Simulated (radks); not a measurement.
The numbers below are computed, except where a source is named.
Question: The mean radii <r> (bohr) of the occupied orbitals of an atom or ion are listed with their occupations. Code: a radial shooting solver on a logarithmic mesh with Libxc functionals. Model: scalar-relativistic Kohn-Sham, r2SCAN, spin-polarised, spherical densities, finite nucleus; meta-GGA in the generalised Kohn-Sham scheme; Fermi nuclear charge, rms radius of each element as measured or else 0.836 A^(1/3) + 0.57 fm.

orbital  occ.      <r>
1s          2  0.02842
2s          2   0.1224
2p          6   0.1069
3s          2   0.3258
3p          6   0.3230
3d         10   0.2977
4s          2   0.6928

Name the element and its charge. Open shells, if any, are filled with parallel spins first.

Answer: Z = 51, antimony, charge +21: Sb21+ in [Ar] 3d10 4s2. The 1s radius gives Z: for a bare nucleus <r> = (2 gamma + 1)/(2Z) with gamma = sqrt(1 - (Z/c)^2), 0.028 bohr for Z = 51, and screening makes it slightly larger (0.02842 here). The occupations add up to 30, and the charge is Z minus that.
